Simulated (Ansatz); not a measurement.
Reaction (cleavage of the Si–Si bond): `C=C[SiH2][SiH](O)O` + `CNC` → `CN(C)[SiH](O)O` + `C=C[SiH3]`

Calculated with Ansatz (gas phase, PBE0-D4/def2-TZVP geometries, no zero-point term in ΔE). CBS: MP2 limit from def2 TZ/QZ plus the TZ coupled-cluster correction, frozen cores. Each species was taken in one conformer, which may not be the lowest.

```
             species  MP2/def2-QZVPP energy (Eh)
`C=C[SiH2][SiH](O)O`                  -809.34509
               `CNC`                  -134.91716
    `CN(C)[SiH](O)O`                  -575.62431
         `C=C[SiH3]`                  -368.67396
```

Task: Work out ΔE.

Result: ΔE = (-575.62431) + (-368.67396) − (-809.34509) − (-134.91716) = -0.03602 Eh = -0.98 eV. CCSD(T)/CBS gives -0.90 eV.

Largest T1 diagnostic among the species: 0.013.

From PBE to PBE0 (25 % exact exchange), in def2-TZVPP and without D4, ΔE moves by −0.08 eV.
